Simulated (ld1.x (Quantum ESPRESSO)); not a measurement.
**Building the TM potential for Ge (Z = 32) (LDA (PZ), scalar-relativistic).**

ld1.x (Quantum ESPRESSO) 7.5 was run on this input:

```
&input
   title='Ge', zed=32., rel=1, dft='PZ', iswitch=3,
   config='[Ar] 3d10 4s2 4p2',
   nld=3, rlderiv=2.45, eminld=-4.0, emaxld=5.0, deld=0.02
 /
 &inputp
   pseudotype=2, tm=.true., lloc=2,
   nlcc=.true., rcore=0.50,
   file_pseudopw='Ge.UPF', file_wfcaegen='ae.wfc', file_wfcncgen='nc.wfc', file_beta='beta', file_chi='chi'
 /
3
4S  1  0   2.00   0.00  1.20  1.20  0.0
4P  2  1   2.00   0.00  2.25  2.25  0.0
3D  3  2  10.00   0.00  0.60  0.60  0.0
 &test
   configts(1)='3d10 4s2 4p2'
 /
```

Command:

```bash
ld1.x < Ge.in > Ge.out
```

Output (shortened: banner, matrices, multipoles, cross overlaps and the repeated all-electron block are left out):

```
Program LD1 v.7.5
     --------------------------- All-electron run ----------------------------

     Ge
     scalar relativistic calculation

     atomic number is 32.00
     dft =PZ   lsd =0 sic =0 latt =0  beta=0.20 tr2=1.0E-14
     Exchange-correlation= PZ
                           (   1   1   0   0   0   0   0)
     mesh =1207 r(mesh) = 100.41023 a.u. xmin = -7.00 dx = 0.01250
     1 Ry =  13.60569312 eV, c = 137.03599908

     n l     nl                  e(Ry)          e(Ha)          e(eV)
     1 0     1S 1( 2.00)      -804.1611      -402.0806    -10941.1695
     2 0     2S 1( 2.00)      -100.6529       -50.3264     -1369.4521
     2 1     2P 1( 6.00)       -88.0558       -44.0279     -1198.0608
     3 0     3S 1( 2.00)       -12.3282        -6.1641      -167.7335
     3 1     3P 1( 6.00)        -8.4803        -4.2401      -115.3798
     3 2     3D 1(10.00)        -2.1721        -1.0861       -29.5534
     4 0     4S 1( 2.00)        -0.8783        -0.4391       -11.9492
     4 1     4P 1( 2.00)        -0.2978        -0.1489        -4.0524

     final scf error:  4.7E-15 reached in  30 iterations

     Etot =   -4191.792465 Ry,   -2095.896232 Ha,  -57032.241907 eV

     Ekin =    4266.124265 Ry,    2133.062132 Ha,   58043.577571 eV
     Encl =  -10108.779457 Ry,   -5054.389729 Ha, -137536.951145 eV
     Eh   =    1803.889143 Ry,     901.944572 Ha,   24543.162109 eV
     Exc  =    -153.026415 Ry,     -76.513207 Ha,   -2082.030442 eV

     normalization and overlap integrals

     s(1S/1S) =  1.000000  <r> =   0.0471  <r2> =    0.0030  r(max) =   0.0309
     s(2S/2S) =  1.000000  <r> =   0.2104  <r2> =    0.0522  r(max) =   0.1754
     s(2P/2P) =  1.000000  <r> =   0.1839  <r2> =    0.0414  r(max) =   0.1418
     s(3S/3S) =  1.000000  <r> =   0.6254  <r2> =    0.4515  r(max) =   0.5402
     s(3P/3P) =  1.000000  <r> =   0.6478  <r2> =    0.4946  r(max) =   0.5402
     s(3D/3D) =  1.000000  <r> =   0.7371  <r2> =    0.6985  r(max) =   0.5012
     s(4S/4S) =  1.000000  <r> =   2.1065  <r2> =    5.1396  r(max) =   1.7277
     s(4P/4P) =  1.000000  <r> =   2.8791  <r2> =    9.9061  r(max) =   2.1908

     ------------------------ End of All-electron run ------------------------

     --------------------- Generating NC pseudopotential ---------------------

      Generating local pot.: lloc=2, matching radius rcloc =   0.6000

      Computing core charge for nlcc:

       r > 0.50 : true rho core
       r < 0.50 : rho core = a sin(br)/r    a=  32.05  b=   3.85

      Integrated core pseudo-charge :   9.15

      Wfc   4S  rcut= 1.202  Using Troullier-Martins method

      Wfc   4P  rcut= 2.246  Using Troullier-Martins method

     ------------------- End of pseudopotential generation -------------------

     Computing logarithmic derivative in   2.43643
     Computing logarithmic derivative in   2.43643
     Computing the partial wave expansion
     R is outside the sphere for l=    0 j= 0.00
     R is outside the sphere for l=    1 j= 0.00
       no projector for channel:   2

     ---------------------- Testing the pseudopotential ----------------------

     Ge
     scalar relativistic calculation

     atomic number is 32.00   valence charge is 14.00
     dft =PZ   lsd =0 sic =0 latt =0  beta=0.20 tr2=1.0E-14
     mesh =1207 r(mesh) = 100.41023 xmin = -7.00 dx = 0.01250

     n l     nl             e AE (Ry)        e PS (Ry)    De AE-PS (Ry)
     3 2     3D   1(10.00)       -2.17214       -2.17186       -0.00027
     1 0     4S   1( 2.00)       -0.87825       -0.87824       -0.00001
     2 1     4P   1( 2.00)       -0.29784       -0.29784        0.00000

     eps = 2.6E-15  iter = 17

     Etot =   -4191.792465 Ry,   -2095.896232 Ha,  -57032.241907 eV
     Etotps =  -211.044760 Ry,    -105.522380 Ha,   -2871.410240 eV

     Ekin =     289.790762 Ry,     144.895381 Ha,    3942.804180 eV
     Encl =    -621.920622 Ry,    -310.960311 Ha,   -8461.661124 eV
     Ehrt =     169.911433 Ry,      84.955717 Ha,    2311.762822 eV
     Ecxc =     -53.462689 Ry,     -26.731344 Ha,    -727.396935 eV
     (Ecc =     -20.856684 Ry,     -10.428342 Ha,    -283.769639 eV)
     Epseu=       4.636355 Ry,       2.318177 Ha,      63.080817 eV

     ---------------------- End of pseudopotential test ----------------------
```

Note: ghost states, extra bound levels that the all-electron valence spectrum of the same l lacks: s at -604.4 eV, p at -454.3 eV, s at -14.8 eV. A true bound ghost makes a file unfit for plane-wave use.

Generation and configuration tests took about 4.3 s on one core of a shared server CPU.
